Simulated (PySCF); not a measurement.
**Dy⁵⁸⁺: ionisation energy**

Dy⁵⁸⁺ [He] 2s2 2p4 (3P) → Dy⁵⁹⁺ [He] 2s2 2p3 (4S), as a difference of total energies. Calculation: PySCF 2.14, in an uncontracted even-tempered set (19 s from 33 bohr⁻², ratio 2.2; 13 p from 43 bohr⁻², ratio 2.2; 6 d from 170 bohr⁻², ratio 2.4; 5 f from 260 bohr⁻², ratio 2.4; 4 g from 390 bohr⁻², ratio 2.4); the spin-free X2C one-electron Hamiltonian (Gaussian nucleus). Correlated levels: nothing frozen; virtual orbitals above 40 to 60 times the deepest correlated orbital energy dropped. The calculations carry no spin-orbit coupling.

```
                 method  ionisation energy (eV)
                    UHF                 12926.0
                    LDA                 12919.0
                    PBE                 12929.0
                   PBE0                 12928.8
                 r2SCAN                 12931.5
                  TPSSh                 12932.2
                   MN15                 12924.6
    MP2 (all electrons)                 12927.8
SCS-MP2 (all electrons)                 12927.9
```

Spin-orbit coupling is strong in these open shells (close to jj coupling). The scalar numbers leave it out and a first-order estimate fails, so it can dominate the gap to the real levels.

For this ion Breit and QED terms and the two-electron picture change, all absent here, outweigh the differences among the correlated methods.

For comparison: 12690 ± 6 eV (theoretical estimate listed by NIST; NIST Atomic Spectra Database, ionization energies).
